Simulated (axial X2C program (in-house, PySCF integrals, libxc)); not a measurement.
## Density and ELF of InB

Calculated with an in-house all-electron X2C program for linear molecules (integrals from PySCF). Two-component (2c) means X2C with spin–orbit coupling and atomic mean-field two-electron Coulomb and Gaunt terms. Basis: In dyall-cv3z [11s12p9d4f1g], B dyall-v3z [7s6p2d1f] (cores contracted in-house); Gaussian nuclei, density fitting, unrestricted open shells. Masses: In 114.904 u, B 11.009 u.

PBE0, with spin–orbit coupling, state Ω = 1 (⟨Sz⟩ = 0.99, ⟨Lz⟩ = 0.01 at PBE0); In at z = 0, B at z = 2.220 Å.

The maps cover the half plane through the axis: z from -2.4 to 4.5 Å along the bond, ρ from 0.15 to 2.25 Å away from it (steps of 0.3 Å, the bottom row nearest the axis).

log10 of the density in e/bohr³:

digits 0 to 9 span -4.51 to 1.81 evenly
```
001112222222222222111000
011222233333223222221100
112233333333333333322110
122333444444344443332210
122334455544444444433211
223344566654445554433221
223445677765555555443221
223445689875555775443221
```

Electron localisation function (collinear form, no current term, damped to 0 at low density):

digits 0 to 9 span 0.00 to 1.00 evenly
```
000023343322223333100000
001345555443345665420000
013566554443457787642000
035665433333468888763100
146654322223478999874200
367643234322478999875200
466532477742375116775200
466532637362350980665210
```

Axial spin density in 10⁻³ e/bohr³:

digits 0 to 9 span -5.74 to 5.74 evenly, values beyond are clipped
```
555555555555555555555555
445555556666666665555555
444555566777788877655555
444445677889999999765555
444445678999999999965555
444434565689999999975555
444322437656799999965555
443211409654204999965554
```

Density functionals use the spin component along the axis (collinear). The state is one determinant with fixed occupations, lowest in a PBE0 search at one distance only: followed along the bond, the spin-free determinant M_S = 1, Λ = 1 reaches 0.02 eV lower at PBE0, at Re = 2.419 Å, so the state shown is not the lowest. With several unpaired electrons one determinant need not be a pure state. Open-shell Ω = 0 determinants with evenly filled partner blocks cannot be reached by this program, so the Ω shown need not be the lowest component. This is the Ω = 1 component of a π² triplet; the 0⁺ component is not one determinant and can lie lowest.
